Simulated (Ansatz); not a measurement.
Consider the substitution at a C–B bond: `BCOC[SiH3]` + H₂S → `[SiH3]COCS` + BH₃.

Computed with Ansatz on PBE0-D4/def2-TZVP structures; ΔE is electronic, products minus reactants. CCSD(T)/CBS adds triple-zeta CCSD(T) − MP2 to the extrapolated MP2 energy (def2 sets, frozen cores). This one scheme is used for every species. Functionals use def2-TZVPP. Each species was taken in one conformer, which may not be the lowest.

`BCOC[SiH3]`:

Z-matrix (Å, degrees):
```
C
O 1 1.404
B 1 1.546 2 114.6
H 1 1.108 2 111.8 3 122.2
H 1 1.109 2 110.9 3 -122.9
C 2 1.413 1 113.7 3 -179.9
H 3 1.197 1 117.5 2 -178.6
H 3 1.194 1 122.2 2 1.7
Si 6 1.900 2 114.2 1 79.5
H 6 1.095 2 106.7 1 -161.5
H 6 1.101 2 110.9 1 -46.0
H 9 1.488 6 112.1 2 -61.8
H 9 1.486 6 109.8 2 58.9
H 9 1.488 6 108.5 2 178.5
```

H₂S:

Z-matrix (Å, degrees):
```
S
H 1 1.341
H 1 1.341 2 92.3
```

`[SiH3]COCS`:

Cartesian coordinates in Å:
```
Si 1.995 -0.384 0.924
C 0.606 -0.129 -0.327
O -0.449 0.574 0.300
C -1.547 0.807 -0.520
S -2.505 -0.670 -0.981
H 3.100 -1.110 0.241
H 1.511 -1.191 2.072
H 2.499 0.924 1.415
H 0.978 0.432 -1.198
H 0.254 -1.102 -0.698
H -2.196 1.504 0.007
H -1.246 1.249 -1.479
H -3.001 -0.903 0.244
```

BH₃:

Cartesian coordinates in Å:
```
B 0.000 0.000 0.000
H -0.346 0.710 0.894
H -0.683 -0.922 -0.328
H 1.029 0.212 -0.566
```

```tsv
level	ΔE (kJ/mol)
revPBE	40.8
MP2/CBS(def2)	31.6
```

Problem. What does CCSD(T)/CBS give? (Estimate.)

Solution. Ansatz gave: +35.9 kJ/mol. The listed levels differ from it by 4.9, -4.3 kJ/mol.

Largest T1 diagnostic among the species: 0.012.

Leaving LDA and LC-ωPBE aside and taking each functional with its dispersion term where it has one, the values, not all of them listed here, spread over 8.9 kJ/mol, from revPBE-D4 to B97M-V. LDA lies +7.4 kJ/mol from PBE without D4.

CCSD(T)/CBS has its own doubt, a few kJ/mol and more with outer-core shells, so smaller differences from it don't rank the levels.
